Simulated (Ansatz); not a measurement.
One change: `[OH][Hf]([OH])([F])[F]` becomes `[OH][Ti]([OH])([F])[F]`.

Ansatz, PBE0-D4/def2-TZVP geometries, multiplicity 1. Each molecule was computed in one conformer, which needn't be the lowest.

Elements past krypton have def2 core potentials. Scalar relativity is left out up to krypton.

```csv
property,`[OH][Hf]([OH])([F])[F]`
HOMO energy (B3LYP/def2-TZVPP) / eV,-9.30
HOMO–LUMO gap (ωB97M-V/def2-TZVPP) / eV,12.81
"ideal-gas entropy at 298 K and 1 bar (rigid rotor, harmonic PBE0-D4/def2-TZVP) / J/(mol·K)",377
HOMO energy (PBE0/def2-TZVPP) / eV,-9.58
size of the dipole moment (B3LYP/def2-TZVPP) / D,3.35
HOMO–LUMO gap (PBE0/def2-TZVPP) / eV,9.23
```

(1) Give the same properties after the change, and the shifts. (An estimate is asked.)

Results:

(1) Computed: 
```json
{"property": "HOMO energy (B3LYP/def2-TZVPP) / eV", "`[OH][Ti]([OH])([F])[F]`": "-9.67", "shift": "-0.37"}
{"property": "HOMO–LUMO gap (ωB97M-V/def2-TZVPP) / eV", "`[OH][Ti]([OH])([F])[F]`": "12.59", "shift": "-0.22"}
{"property": "ideal-gas entropy at 298 K and 1 bar (rigid rotor, harmonic PBE0-D4/def2-TZVP) / J/(mol·K)", "`[OH][Ti]([OH])([F])[F]`": "351", "shift": "-26"}
{"property": "HOMO energy (PBE0/def2-TZVPP) / eV", "`[OH][Ti]([OH])([F])[F]`": "-9.94", "shift": "-0.36"}
{"property": "size of the dipole moment (B3LYP/def2-TZVPP) / D", "`[OH][Ti]([OH])([F])[F]`": "0.65", "shift": "-2.70"}
{"property": "HOMO–LUMO gap (PBE0/def2-TZVPP) / eV", "`[OH][Ti]([OH])([F])[F]`": "7.81", "shift": "-1.42"}
```

With PBE0 the HOMO falls by 0.36 eV and the LUMO falls by 1.78 eV, so the gap narrows by about 1.42 eV. PBE moves the HOMO by -0.34 eV and ωB97M-V by -0.36 eV. Dipoles are sizes alone; their direction can turn.

B3LYP here is the variant with VWN-RPA as its local correlation; programs differ in this.
